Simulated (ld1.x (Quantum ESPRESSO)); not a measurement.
**Sr (Z = 38) PAW: all-electron and pseudo phase curves**

```
Element                 : strontium (Sr)
Generator               : ld1.x (Quantum ESPRESSO) 7.5
Type                    : PAW
Functional              : BLYP
Relativity              : scalar-relativistic
Frozen core             : [Ar] 3d10
Valence charge          : 10
Reference configuration : 4s2 4p6 4d0 5s2 5p0
Partial waves           : 4s (bound): rcut 1.95, rcutus 2.15 bohr; 5s (bound): rcut 1.95, rcutus 2.15 bohr; 4p (bound): rcut 3.00, rcutus 3.15 bohr; 5p (bound, empty): rcut 3.00, rcutus 3.15 bohr; 4d (bound, empty): rcut 2.35, rcutus 3.15 bohr; 4d channel at 1.7 Ry: rcut 2.35, rcutus 3.15 bohr
Local potential         : all-electron potential smoothed inside 2.10 bohr (lloc = -1)
Core correction         : Bessel-smoothed model core, default radius (core density twice the valence density)
Augmentation charge     : BESSEL, radius 1.75 bohr
```

The phase is arctan(r·u′/u) with u = r·R(r), unwrapped; energies in Ry, scanned from -5 to 5 Ry. A pole is an energy at which the radial function vanishes at the test radius. The pseudo phase is shifted by a multiple of π to meet the all-electron one at the reference energy, and phase errors are pseudo minus all-electron; the curves can meet again beyond the range given. Levels narrower than the energy grid can be missing from the lists of poles.

```
channel  radius (bohr)  reference energy (Ry)  poles, all-electron       poles, pseudo  unbroken range about the reference energy with phases within 0.05 rad  phase error 1 Ry above the reference energy (rad)
      s           3.38                  -0.25          -2.97, 1.41         -2.97, 1.42                                                              below 3.5                                             +0.000
      p           3.38                  -0.08          -1.60, 2.26  -1.59, -0.85, 1.46                                                            -0.6 to 0.2                                             -0.217
      d           3.38                  -0.08           0.39, 3.91          0.39, 3.56                                                              below 3.8                                             -0.002
```

The ghost test of this file was not conclusive. Its overlap operator is not positive definite in a basis up to 400 Ry (lowest eigenvalue p -1.45), so the file is unfit for use: the generalised eigenproblem breaks down once the basis is large enough, and its test numbers describe a broken file.

Phases in the p channel:

| E (Ry) | all-electron | pseudo |
| --- | --- | --- |
| -5.00 | 1.431 | 4.576 |
| -4.48 | 1.422 | 4.568 |
| -3.96 | 1.411 | 4.559 |
| -3.44 | 1.397 | 4.546 |
| -2.92 | 1.376 | 4.529 |
| -2.40 | 1.342 | 4.501 |
| -1.88 | 1.206 | 4.386 |
| -1.36 | -1.752 | 1.426 |
| -0.84 | -1.863 | -2.602 |
| -0.32 | -2.017 | -2.029 |
| 0.20 | -2.527 | -2.586 |
| 0.72 | -4.017 | -4.305 |
| 1.24 | -4.492 | -4.653 |
| 1.76 | -4.637 | -4.772 |
| 2.28 | -4.715 | -4.854 |
| 2.80 | -4.774 | -4.941 |
| 3.32 | -4.838 | -5.074 |
| 3.84 | -4.932 | -5.366 |
| 4.36 | -5.168 | -6.220 |
| 4.88 | -6.447 | -7.156 |
